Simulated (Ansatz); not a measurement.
Basis-set extrapolation for CH$_{7}$BSi$_{2}$, SMILES `[SiH3]B1C[SiH2]1` (PBE0-D4/def2-TZVP geometry, frozen core, the Gaussian-basis code of Ansatz). Multiplicity 1, RHF reference.

|  | def2-TZVPP | def2-QZVPP |
| --- | --- | --- |
| HF | -644.447900 | -644.468488 |
| MP2 correlation | -0.522698 | -0.557070 |
| CCSD(T) correlation | -0.605366 | not run |

Energies in hartree. Use E(X) = E(∞) + A·exp(−7.88·√X) for Hartree–Fock and E(X) = E(∞) + B·X^(−2.97) for correlation, with X = 3 and 4, and add CCSD(T) minus MP2 of the smaller set to the MP2 limit.

What is the CCSD(T) energy at the basis-set limit?

HF limit: -644.468488 + (-0.020588) × 0.13774 = -644.47132. MP2 limit: -0.557070 + (-0.034372) × 0.74074 = -0.58253. Higher-order term: -0.605366 − (-0.522698) = -0.08267. Total: -645.13652 hartree, 52.2 kcal/mol below CCSD(T)/def2-TZVPP.
